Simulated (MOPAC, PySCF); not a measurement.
C10H8SSi, SMILES `[SiH3]c1cc2c(cc(C#C)s2)cc1`, neutral singlet in the gas phase. 

Cartesian coordinates (Å):
```xyz
20

C      5.3849     0.7103     0.0577
C      4.1728     0.5271     0.0029
C      2.7759     0.3307    -0.0698
C      2.0167    -0.6717     0.5157
C      0.6179    -0.5603     0.2302
C     -0.4565    -1.3863     0.6442
C     -1.7551    -1.0842     0.2403
C     -2.0413     0.0417    -0.5853
Si    -3.8165     0.4313    -1.0907
C     -0.9841     0.8693    -1.0058
C      0.3277     0.5685    -0.6000
S      1.7792     1.4569    -1.0040
H      6.4532     0.8669     0.1094
H      2.4628    -1.4622     1.1331
H     -0.2568    -2.2619     1.2806
H     -2.5783    -1.7386     0.5691
H     -4.4861    -0.7924    -1.6574
H     -4.6294     0.8882     0.0926
H     -3.8094     1.5233    -2.1253
H     -1.1775     1.7433    -1.6469
```
Charge 0, multiplicity 1.

All levels are single points at this geometry (PBE-D3(BJ)/def2-SVP); Pople sets use spherical d functions. Orbital energies aren't observables, and empty levels follow the basis.

```json
[
 {"level": "PBE-D3(BJ)/def2-TZVP in PySCF", "HOMO (eV)": "-5.62", "LUMO (eV)": "-2.57", "gap (eV)": "3.05", "dipole (D)": "1.01", "vertical IE, Delta-SCF (eV)": "7.77"},
 {"level": "B3LYP/6-311+G** in PySCF", "HOMO (eV)": "-6.30", "LUMO (eV)": "-2.00", "gap (eV)": "4.30", "dipole (D)": "0.93", "vertical IE, Delta-SCF (eV)": "–"},
 {"level": "B3LYP/6-31G* in PySCF", "HOMO (eV)": "-5.98", "LUMO (eV)": "-1.61", "gap (eV)": "4.37", "dipole (D)": "1.15", "vertical IE, Delta-SCF (eV)": "7.65"},
 {"level": "B3LYP/LANL2DZ in PySCF", "HOMO (eV)": "-6.21", "LUMO (eV)": "-1.77", "gap (eV)": "4.44", "dipole (D)": "1.07", "vertical IE, Delta-SCF (eV)": "–"},
 {"level": "AM1 in MOPAC", "HOMO (eV)": "-8.52", "LUMO (eV)": "-0.73", "gap (eV)": "7.79", "dipole (D)": "0.41", "vertical IE, Delta-SCF (eV)": "–"},
 {"level": "PM6 in MOPAC", "HOMO (eV)": "-8.71", "LUMO (eV)": "-1.00", "gap (eV)": "7.71", "dipole (D)": "0.66", "vertical IE, Delta-SCF (eV)": "–"}
]
```
